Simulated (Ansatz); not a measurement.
Molecule: sum formula HGeO (charge -1, singlet). SMILES of the parent species: [OH][Ge]
Structure (B3LYP-D3(BJ)/def2-TZVP (Ansatz, a quantum-chemistry and plane-wave program) minimum search):
```
O
H 1 0.9586
Ge 1 1.9167 2 101.96
```
Charge -1, spin multiplicity 1.

Parts of the frozen-core correlation energy in cc-pVDZ (Ansatz, hartree). Frozen orbitals: 15; correlated occupied orbitals by spin: 6 and 6; virtual: 25 and 25. Spin-orbit coupling is left out. No relativistic terms. The restricted reference is unstable.

| term | value |
|---|---|
| reference (HF) | -2150.71673 |
| MP2 opposite-spin | … |
| MP2 same-spin | -0.06654 |
| CCSD correlation | … |
| (T) | … |
| CCSDT minus CCSD(T) | -0.00147 |
| T1 diagnostic | 0.021 |
| largest doubles amplitude | 0.184 |

**Question.** Some entries are withheld; supply them.

**Answer.** 
- MP2 opposite-spin, value: -0.20226
- CCSD correlation, value: -0.28900
- (T), value: -0.00822
